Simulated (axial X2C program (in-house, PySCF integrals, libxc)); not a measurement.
## Ω levels of IVI⁺ from open-shell CI on d2 s0 p(π)0

Calculated with an in-house all-electron X2C program for linear molecules (integrals from PySCF): two-component X2C with atomic mean-field Coulomb and Gaunt terms, basis I dyall-v3z, V dyall-v3z (cores contracted in-house). Orbitals come from Hartree–Fock averaged over the configuration V d2 s0 p(π)0; CI then distributes these electrons over the d, s, p(π) shells of V. The speed of light was multiplied by 2, so these are model numbers.

I–V–I held linear, both bonds 2.527 Å (near the minimum of the configuration average).

Lowest levels of this model:

```tsv
Ω	energy (cm⁻¹)	g∥	configuration
2	0	2.00	100% d2
3	253	6.00	100% d2
4	510	10.00	100% d2
0	835	0.00	100% d2
1	838	4.00	100% d2
1	1883	0.00	100% d2
2	1894	4.00	100% d2
3	1905	8.00	100% d2
2	3014	6.00	100% d2
1	3150	2.00	100% d2
0	3289	0.00	100% d2
0	3291	0.00	100% d2
0	9812	0.00	100% d2
4	10872	8.00	100% d2
1	12266	2.00	100% d2
1	15096	4.00	100% d2
0	15099	0.00	100% d2
2	15105	4.00	100% d2
3	18089	6.00	100% d2
0	21081	0.00	100% d2
0	21085	0.00	100% d2
1	21262	2.00	100% d2
2	21457	6.00	100% d2
2	24963	4.00	100% d2
```

g∥ is the magnitude of 2⟨Lz + ge Sz⟩ for the +Ω component.

Question: From Ω and g∥ of the lowest level, whose 2⟨Lz + ge Sz⟩ is positive, find ⟨Sz⟩ and ⟨Lz⟩ (ge = 2.0023).

Answer: Ω = ⟨Lz⟩ + ⟨Sz⟩ = 2 and ⟨Lz⟩ + ge⟨Sz⟩ = 1.000, so ⟨Sz⟩ = -1.00 and ⟨Lz⟩ = 3.00.

Occupations of the active spinors in the lowest level by ω, shell by shell in order of energy: -5/2: 0.00; -3/2: 0.00 0.00 0.00; -1/2: 0.00 0.00 0.00 0.00; 1/2: 0.85 0.15 0.00 0.00; 3/2: 1.00 0.00 0.00; 5/2: 0.00. The leading determinant has weight 0.85 among 16.

This point took 4.5 s on 1 thread of Intel(R) Xeon(R) 6975P-C (Granite Rapids), with other jobs on the host.

Dynamic correlation is missing, so gaps between terms are too wide and other configurations may lie lower; the lowest level listed is that of this model, not necessarily the ground state. For d shells the ligand-field splittings (σ, π, δ) and their order can be off by a thousand cm⁻¹ or more. At most 6 roots were kept for each Ω > 0 (twice that for Ω = 0) within 3.2 eV of the lowest, so higher up levels can be missing between those listed; levels with Ω > 0 are doubly degenerate and listed once, Ω = 0 levels singly. Some active spinors are only partly of the character that their shell is named for, so the shell names and counts are nominal. States that fill the shells left empty in the average are placed too high. The molecule was held linear; bending was not examined.
